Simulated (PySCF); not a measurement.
Molecule: boron monoxide dimer, SMILES B(=O)B=O. Atoms near the plane z = 0.6 Å, at the B3LYP/def2-SVP optimised geometry (x, y, z in Å): O1 (2.0, 0.0, 0.0), B2 (0.8, 0.0, 0.0), B3 (-0.8, 0.0, 0.0), O4 (-2.0, 0.0, 0.0).

Level of theory: PySCF with B3LYP/def2-TZVP. The values are rescaled to run from 0 to 1.

```
|000000000000000000000000000|
|000000000000000000000000000|
|000000000000000000000000000|
|000000000000000000000000000|
|000000000000000000000000000|
|000000000000000000000000000|
|000000000000000000000000000|
|000000000000000000000000000|
|000000000000000000000000000|
|000000000000000000000000000|
|000000011100000001110000000|
|000001243211000112342100000|
|000002798311000113897200000|
|000013999311000113999310000|
|000002798311000113897200000|
|000001243211000112342100000|
|000000011100000001110000000|
|000000000000000000000000000|
|000000000000000000000000000|
|000000000000000000000000000|
|000000000000000000000000000|
|000000000000000000000000000|
|000000000000000000000000000|
|000000000000000000000000000|
|000000000000000000000000000|
|000000000000000000000000000|
|000000000000000000000000000|
```
Scale: ten equal steps from 0.000 (start of '0') to 1.00 (end of '9'), in the order '0123456789'; x runs from -4.50 to 4.50, y from -4.50 (bottom) to 4.50 (top).

Problem. Which quantity is mapped?
A) an orbital amplitude
B) log10 of the electron density
C) electron localisation function
D) Laplacian of the electron density

Solution. D, Laplacian of the electron density. In full: Laplacian of the electron density (e/bohr⁵).
